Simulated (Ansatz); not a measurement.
Coupled-cluster diagnostics for the cluster K₂H₃, Ansatz.

Geometry of the doublet (PBE0-D4/def2-TZVP):

Cartesian coordinates in Å:
```
K -0.544 -0.692 -3.060
K 0.573 -1.671 0.528
H -0.267 0.209 -0.812
H 0.031 1.063 1.304
H 0.207 1.090 2.040
```

Correlated methods freeze 10 core orbitals; core or outer-core shells of K are correlated, in sets that lack core-valence functions. In the doublet, H4 and H5 lie 0.76 Å apart (atoms count from 1), so H2 has formed as a molecule. In the quartet geometry the species has come apart into loosely held pieces. In the quartet, H4 and H5 lie 0.75 Å apart (atoms count from 1), so H2 has formed as a molecule. At PBE0-D4/def2-TZVPD a triplet of charge -1 lies 0.15 eV below the restricted singlet at the same geometry. The structure comes from a short search, and lower isomers may exist.

Geometry of the charge 0 quartet (PBE0-D4/def2-TZVP):

Cartesian coordinates in Å:
```
K -1.518 2.322 -3.245
K -2.258 -0.299 1.223
H 0.746 0.474 -0.809
H 1.817 -1.176 1.210
H 1.212 -1.321 1.622
```

Problem. Estimate the CCSD(T) correlation energy, the shares of MP2 and (T), T1 and the reference's ⟨S²⟩ for: charge 0, doublet, own geometry in def2-TZVPP; charge 0, doublet, own geometry in def2-TZVPD; charge 0, quartet, own geometry in def2-TZVPP; charge 1, singlet, vertical in def2-TZVPP; charge -1, singlet, vertical in def2-TZVPD; and the rough time on 4 threads of Intel Xeon on a shared host.

Solution. 
| state | basis | correlation (eV) | MP2 share (%) | (T) share (%) | T1 | ⟨S²⟩ (pure) | wall time | remarks |
| --- | --- | --- | --- | --- | --- | --- | --- | --- |
| charge 0, doublet, own geometry | def2-TZVPP | -11.406 | 89.7 | 1.2 | 0.012 | 0.75 (0.75) | 27 s | – |
| charge 0, doublet, own geometry | def2-TZVPD | -11.280 | 89.4 | 1.2 | 0.015 | 0.75 (0.75) | 29 s | – |
| charge 0, quartet, own geometry | def2-TZVPP | -10.589 | 90.7 | 1.1 | 0.013 | 3.75 (3.75) | 21 s | – |
| charge 1, singlet, vertical | def2-TZVPP | -11.195 | 89.7 | 1.1 | 0.008 | 0.00 (0.00) | 11 s | – |
| charge -1, singlet, vertical | def2-TZVPD | -12.145 | 87.5 | 2.0 | 0.029 | 0.00 (0.00) | 18 s | HOMO above zero, large T1, restricted SCF unstable |
Customary marks for T1 are 0.02 (closed shells), 0.045 (open shells) and about 0.05 (3d metals). T1 exceeds 0.02 in 1 of 5 rows and 0.045 in 0; the higher it lies, the less the single-reference result can be trusted.
